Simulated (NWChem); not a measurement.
System: BH2, doublet; SMILES [BH2]

The following NWChem deck was run.

```
start job
memory heap 200 mb stack 900 mb global 1100 mb
geometry units angstroms
  B      0.000000     0.000000     0.157040
  H      1.071653     0.000000    -0.367105
  H     -1.071653     0.000000    -0.367105
end
basis spherical
  * library def2-tzvp
end
dft
  odft
  mult 2
  xc becke88 perdew86
  iterations 150
end
driver
  maxiter 120
end
task dft optimize
task dft freq
```

NWChem printed, in part:

```
             Northwest Computational Chemistry Package (NWChem) 7.3.0
             --------------------------------------------------------

 C2V symmetry detected

                             Geometry "geometry" -> ""
                             -------------------------

 Output coordinates in angstroms (scale by  1.889725989 to convert to a.u.)

  No.       Tag          Charge          X              Y              Z
 ---- ---------------- ---------- -------------- -------------- --------------
    1 B                    5.0000     0.00000000     0.00000000     0.14975571
    2 H                    1.0000     1.07165300     0.00000000    -0.37438929
    3 H                    1.0000    -1.07165300     0.00000000    -0.37438929

 Effective nuclear repulsion energy (a.u.)       4.6827089243

      Symmetry information
      --------------------

 Group name             C2v
 Group number             16
 Group order               4
 No. of unique centers     2

                                Z-matrix (autoz)
                                --------

 Units are Angstrom for bonds and degrees for angles

      Type          Name      I     J     K     L     M      Value
      ----------- --------  ----- ----- ----- ----- ----- ----------
    1 Stretch                  1     2                       1.19297
    2 Stretch                  1     3                       1.19297
    3 Bend                     2     1     3               127.87353

  perdew86 is a nonlocal functional; adding perdew81 local functional.

                           NWChem Geometry Optimization
                           ----------------------------

 maximum gradient threshold         (gmax) =   0.000450
 rms gradient threshold             (grms) =   0.000300
 maximum cartesian step threshold   (xmax) =   0.001800
 rms cartesian step threshold       (xrms) =   0.001200
 fixed trust radius                (trust) =   0.300000
 source of zmatrix                         =   autoz

          -------------------
          Energy Minimization
          -------------------

 Using diagonal initial Hessian
 Scaling for Hessian diagonals: bonds = 1.00  angles = 0.25  torsions = 0.10

          --------
          Step   0

                                 NWChem DFT Module
                                 -----------------

[...]

      ----------------------
      Optimization converged
      ----------------------

  Step       Energy      Delta E   Gmax     Grms     Xrms     Xmax
  ---- ---------------- -------- -------- -------- -------- --------
@    3     -25.93142902 -9.3D-07  0.00000  0.00000  0.00136  0.00320
                                     ok       ok

                                Z-matrix (autoz)
                                --------

 Units are Angstrom for bonds and degrees for angles

      Type          Name      I     J     K     L     M      Value     Gradient
      ----------- --------  ----- ----- ----- ----- ----- ---------- ----------
    1 Stretch                  1     2                       1.19809   -0.00000
    2 Stretch                  1     3                       1.19809   -0.00000
    3 Bend                     2     1     3               129.47197   -0.00000

                         Geometry "geometry" -> "geometry"
                         ---------------------------------

 Output coordinates in angstroms (scale by  1.889725989 to convert to a.u.)

  No.       Tag          Charge          X              Y              Z
 ---- ---------------- ---------- -------------- -------------- --------------
    1 B                    5.0000     0.00000000     0.00000000     0.14121482
    2 H                    1.0000     1.08349552     0.00000000    -0.37011884
    3 H                    1.0000    -1.08349552     0.00000000    -0.37011884

 Effective nuclear repulsion energy (a.u.)       4.6610319617

      Symmetry information
      --------------------

 Group name             C2v
 Group number             16
 Group order               4
 No. of unique centers     2

[...]

 Rotational Constants
 --------------------
 A=  37.843606 cm-1  ( 54.447290 K)
 B=   7.124112 cm-1  ( 10.249779 K)
 C=   5.995458 cm-1  (  8.625934 K)

 Temperature                      =   298.15K
 frequency scaling parameter      =   1.0000

 Zero-Point correction to Energy  =    8.798 kcal/mol  (  0.014021 au)
 Thermal correction to Energy     =   10.603 kcal/mol  (  0.016897 au)
 Thermal correction to Enthalpy   =   11.195 kcal/mol  (  0.017841 au)

 Total Entropy                    =   45.037 cal/mol-K
   - Translational                =   33.627 cal/mol-K (mol. weight =  13.0250)
   - Rotational                   =   11.294 cal/mol-K (symmetry #  =        2)
   - Vibrational                  =    0.115 cal/mol-K

 Cv (constant volume heat capacity) =    6.398 cal/mol-K
   - Translational                  =    2.979 cal/mol-K
   - Rotational                     =    2.979 cal/mol-K
   - Vibrational                    =    0.439 cal/mol-K

[normal modes left out]

 ----------------------------------------------------------------------------
 Normal Eigenvalue ||           Projected Infra Red Intensities
  Mode   [cm**-1]  || [atomic units] [(debye/angs)**2] [(KM/mol)] [arbitrary]
 ------ ---------- || -------------- ----------------- ---------- -----------
    1       -0.000 ||    0.000000           0.000         0.000       0.000
    2       -0.000 ||    0.000569           0.013         0.555       0.358
    3       -0.000 ||    0.003179           0.073         3.099       1.998
    4        0.000 ||    0.003661           0.084         3.569       2.301
    5        0.000 ||    0.009999           0.231         9.747       6.283
    6        0.000 ||    0.009999           0.231         9.747       6.283
    7      948.381 ||    0.009227           0.213         8.995       5.798
    8     2520.451 ||    0.011644           0.269        11.351       7.317
    9     2688.665 ||    0.094940           2.190        92.552      59.661
 ----------------------------------------------------------------------------
```

Level: BP86/def2-TZVP, spin-unrestricted. In the optimisation the excess spin sits in a1 (C2v, its own frame). No stability test was run on the SCF state.
